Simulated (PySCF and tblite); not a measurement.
Results of a calculation; reference values are marked as such.
## Barrier and rate of a rotation

System: C6H13NO, numbered as in [CH3:1][C:2](=[O:3])[N:4]([CH3:5])[CH:6]([CH3:7])[CH3:8].

Motion: rotation about the C2–N4 bond (torsion C1–C2–N4–C5 from 0° to 177°, rising). Level: PBE0/pcSseg-1 + D3(BJ), IEF-PCM chloroform on GFN2-xTB stationary points, with GFN2-xTB thermal terms. Rate constants are transition-state-theory values, counting equivalent paths, without tunnelling. Shieldings: GIAO at the same DFT level; methyl-like tops are averaged, other torsions stay as in the two minima; line shapes leave out couplings. Run with tblite and PySCF.

```
 point  symmetry  E(GFN2) kcal/mol  E(DFT) kcal/mol  ZPE change kcal/mol  lowest mode cm⁻¹  dipole D
 start        Cs               0.0              0.0                 0.00                39      4.82
saddle        C1              17.4             20.1                -0.76              113i      2.43
   end        C1               1.2              0.3                 0.25                56      5.02
```

```
Electronic barrier                                      : 20.1 kcal/mol
Barrier with zero-point energy                          : 19.3 kcal/mol
ΔH‡ (298 K)                                             : 18.9 kcal/mol
ΔS‡ (298 K, symmetry apart)                             : -3.1 cal/(mol K)
Paths                                                   : 2 equivalent paths
End point                                               : a different minimum
Mean lifetime of the start against this motion at 298 K : 28 s
Cost                                                    : 110 s on 1 thread of Arm Neoverse V2, on a host shared with other jobs (rough), peak memory 1.1 GiB, launched as `OMP_NUM_THREADS=1 python ens_run.py task.json out`
```

```json
{"T/K": "200", "ΔG‡ kcal/mol": "19.6", "k s⁻¹": "2.8×10⁻⁹", "ΔG kcal/mol": "0.7", "k back s⁻¹": "8.3×10⁻⁹"}
{"T/K": "250", "ΔG‡ kcal/mol": "19.7", "k s⁻¹": "5.8×10⁻⁵", "ΔG kcal/mol": "0.8", "k back s⁻¹": "0.00013"}
{"T/K": "298", "ΔG‡ kcal/mol": "19.8", "k s⁻¹": "0.036", "ΔG kcal/mol": "0.8", "k back s⁻¹": "0.068"}
{"T/K": "350", "ΔG‡ kcal/mol": "19.9", "k s⁻¹": "5.2", "ΔG kcal/mol": "0.8", "k back s⁻¹": "8.5"}
{"T/K": "400", "ΔG‡ kcal/mol": "20.0", "k s⁻¹": "187", "ΔG kcal/mol": "0.9", "k back s⁻¹": "277"}
```

ΔG and ΔG‡ leave out symmetry numbers and mirror images; rates count paths: 2 out, 1 back.

Sites that the motion interchanges:

```tsv
nucleus	site	ppm	scale
¹³C	C6 (start)	45.2	δ against TMS
¹³C	C6 (end)	51.2	δ against TMS
¹H	H on C6 (start)	5.17	δ against TMS
¹H	H on C6 (end)	3.83	δ against TMS
¹³C	C5 (start)	30.4	δ against TMS
¹³C	C5 (end)	25.4	δ against TMS
¹³C	C7, C8 (start)	21.7	δ against TMS
¹³C	C7 (end)	21.4	δ against TMS
¹³C	C8 (end)	23.2	δ against TMS
```

```csv
nucleus,sites,¹H MHz,spread Hz,coalescence K,k there s⁻¹
¹³C,C6 (start) / C6 (end),80,121,398,161
¹³C,C6 (start) / C6 (end),250,379,417,527
¹³C,C6 (start) / C6 (end),270,409,419,571
¹H,H on C6 (start) / H on C6 (end),80,107,396,143
¹H,H on C6 (start) / H on C6 (end),250,336,415,466
¹H,H on C6 (start) / H on C6 (end),270,362,416,503
¹³C,C5 (start) / C5 (end),80,101,395,134
¹³C,C5 (start) / C5 (end),250,316,414,437
¹³C,C5 (start) / C5 (end),270,342,415,474
¹³C,"C7, C8 (start) / C7 (end) / C8 (end)",80,37,377,40
¹³C,"C7, C8 (start) / C7 (end) / C8 (end)",250,116,395,134
¹³C,"C7, C8 (start) / C7 (end) / C8 (end)",270,125,396,145
```

Barriers of amide-like rotations can come out several kcal/mol high at such levels.

Unscaled ¹⁵N shifts at such levels can be off by tens of ppm; differences are more reliable.
